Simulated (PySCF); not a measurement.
**Spin-rotation constants: SMILES [C@@]1(C(=C)C)(C)CO[SiH2]O1, C₆H₁₂O₂Si**

Cartesian coordinates in Å; atom numbers follow the order of the lines, from 1:
```xyz
21

C    -1.763    0.440    1.512
C    -1.192    0.373    0.319
C    -1.862    0.858   -0.925
C     0.178   -0.248    0.130
C     0.049   -1.775    0.100
C     1.187    0.178    1.230
O     2.451    0.287    0.646
Si    2.345    0.454   -0.982
O     0.741    0.176   -1.094
H    -2.748    0.856    1.635
H    -1.279    0.086    2.405
H    -1.294    1.684   -1.351
H    -1.883    0.066   -1.671
H    -2.876    1.188   -0.714
H    -0.472   -2.129    0.985
H    -0.508   -2.073   -0.786
H     1.041   -2.217    0.054
H     0.898    1.148    1.649
H     1.237   -0.560    2.034
H     3.150   -0.591   -1.592
H     2.592    1.815   -1.430
```

Computed with GIAO B3LYP/pcSseg-1 magnetisability, rotational g tensor and spin-rotation constants, non-relativistic, gas phase in PySCF 2.14.0. Geometry: GFN2-xTB.

(1) Give the nuclear spin-rotation constants along the inertial axes (H = +C I·J) beside the isotropic shieldings.

## Answers

(1) Rotational constants 2.4393, 1.0858, 0.9726 GHz. A star marks the isotopologue with that one atom substituted, in its own axes.
| atom | isotope | Caa (kHz) | Cbb (kHz) | Ccc (kHz) | mean (kHz) | σ (ppm) |
| --- | --- | --- | --- | --- | --- | --- |
| H10 | 1H | 0.151 | -0.107 | -0.092 | -0.016 | 26.8 |
| H11 | 1H | -0.222 | 0.074 | -0.116 | -0.088 | 27.3 |
| H12 | 1H | -0.150 | -0.065 | -0.052 | -0.089 | 29.3 |
| H13 | 1H | -0.266 | -0.079 | 0.002 | -0.114 | 29.5 |
| H14 | 1H | 0.056 | -0.114 | -0.106 | -0.054 | 30.2 |
| H15 | 1H | -0.149 | -0.042 | -0.102 | -0.098 | 30.8 |
| H16 | 1H | -0.242 | -0.036 | -0.056 | -0.112 | 30.1 |
| H17 | 1H | 0.011 | -0.121 | -0.083 | -0.065 | 30.2 |
| H18 | 1H | -0.240 | -0.100 | 0.044 | -0.099 | 27.7 |
| H19 | 1H | -0.276 | 0.052 | -0.075 | -0.100 | 27.4 |
| H20 | 1H | -0.069 | -0.099 | -0.007 | -0.058 | 26.8 |
| H21 | 1H | -0.196 | -0.052 | 0.001 | -0.082 | 26.8 |
| C1 | 13C* | 0.866 | 0.370 | 0.174 | 0.470 | 69.9 |
| C2 | 13C* | 1.085 | 0.536 | 0.194 | 0.605 | 13.2 |
| C3 | 13C* | 0.388 | 0.160 | 0.165 | 0.238 | 157.3 |
| C4 | 13C* | 0.607 | 0.242 | 0.269 | 0.372 | 97.8 |
| C5 | 13C* | 0.482 | 0.188 | 0.145 | 0.272 | 147.9 |
| C6 | 13C* | 0.493 | 0.292 | 0.250 | 0.345 | 101.9 |
| O7 | 17O* | -0.190 | -0.080 | -0.093 | -0.121 | 296.5 |
| Si8 | 29Si* | -1.574 | -0.664 | -0.626 | -0.955 | 347.3 |
| O9 | 17O* | -0.335 | -0.087 | -0.125 | -0.182 | 256.7 |

For the geometry as given, no vibrational averaging.
